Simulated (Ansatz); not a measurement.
Ansatz (an electronic-structure program) input file for C₂H₇S, SMILES [SH+](C)C, charge +1, PBE/def2-SVPD. The structure is a stationary point at B3LYP-D3(BJ)/def2-SVP. The isomer is the one that the SMILES or the coordinates give; other isomers of the formula were not compared.

Ansatz 0.2 input:
```yaml
crystal:
  periodic: [false, false, false]
  atoms:
    - {symbol: C, position_ang: [-0.02764595, 0.52223207, -1.43633622]}
    - {symbol: S, position_ang: [0.10465004, -0.59265948, -0.00000000]}
    - {symbol: C, position_ang: [-0.02764595, 0.52223207, 1.43633622]}
    - {symbol: H, position_ang: [-0.89454034, 1.18709532, -1.33221121]}
    - {symbol: H, position_ang: [-0.11140912, -0.11702002, -2.32624317]}
    - {symbol: H, position_ang: [0.91297870, 1.08893534, -1.47358600]}
    - {symbol: H, position_ang: [-1.15670766, -1.10225445, -0.00000000]}
    - {symbol: H, position_ang: [-0.89454034, 1.18709531, 1.33221121]}
    - {symbol: H, position_ang: [-0.11140912, -0.11702003, 2.32624317]}
    - {symbol: H, position_ang: [0.91297870, 1.08893533, 1.47358599]}
basis:
  gaussian:
    orbitals: def2-SVPD
hamiltonian:
  xc: {name: PBE}
total_charge: 1
```

Log of the run:

```
WARN ansatz: RAYON_NUM_THREADS=1 ignored (pool sized by the plan → 1); use --threads N
Functional definition: PBE
integrals: 0.05 GiB planned
1056 factors; their error is unknown
mean field: 0.37 GiB planned
mean field evaluation 1: about -12988.4027 eV, gradient 7.9e1 eV
mean field evaluation 2: about -12969.8403 eV, gradient 1.1e2 eV
mean field evaluation 4: about -13003.4048 eV, gradient 4.8e0 eV
mean field evaluation 8: about -13003.4733 eV, gradient 6.1e-2 eV
mean field evaluation 16: about -13003.4346 eV, gradient 4.2e-5 eV
mean field -13003.43458067 eV, -477.8674067952 hartree, gradient 3.9e-5 eV, S^2 0.000000; 0 other end points of the search recorded, 0 dependent functions left out
reference -13003.43463565 eV, -477.8674088155 hartree; 17, 17 occupied and 106, 106 virtual orbitals, 1056 factors
Total energy: -13003.43463565 eV, -477.8674088155 hartree
```

The calculation finished and met its thresholds.

Cost: around 1.9 core-seconds (rough).
